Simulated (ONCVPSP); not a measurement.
Configuration tests for Fe (ONCV)

iron, optimised norm-conserving Vanderbilt (ONCV), made with ONCVPSP 4.0.1 (PBE, scalar-relativistic). Core [Ne], reference 3s2 3p6 3d6 4s0.5 (charge +1.5). Waves: 3s+4s: rc 1.15 bohr, ncon 4, nbas 9, qcut 11.4 1/bohr, 2 projectors; 3p: rc 1.05 bohr, ncon 4, nbas 7, qcut 12.1 1/bohr, 2 projectors, debl 2.3 Ha; 3d: rc 1.35 bohr, ncon 5, nbas 10, qcut 12.8 1/bohr, 2 projectors, debl 3.6 Ha. Local part: polynomial inside 0.85 bohr (lpopt 5, dvloc0 2 Ha). Core correction: polynomial model core, fcfact 0.4.

In the p channel the program set the typed energies aside and used -2.697, 0.250 Ha.

Energies are relative to the spin-unpolarised reference configuration 3s2 3p6 3d6 4s0.5; without spin polarisation the order of configurations can differ from experiment.

Task: Give the all-electron excitation energy and the error of the potential for: 3s2 3p6 3d6 4s2; 3s2 3p6 3d6 4s1; 3s2 3p6 3d6 4s0; 3s2 3p6 3d5 4s2.

Result:

```csv
valence configuration,charge,ΔE all-electron (eV),error AE − PS (meV)
3s2 3p6 3d6 4s2,0,-15.846,+2.5
3s2 3p6 3d6 4s1,+1,-7.116,+0.7
3s2 3p6 3d6 4s0,+2,9.087,-0.4
3s2 3p6 3d5 4s2,+1,-1.639,+27
```
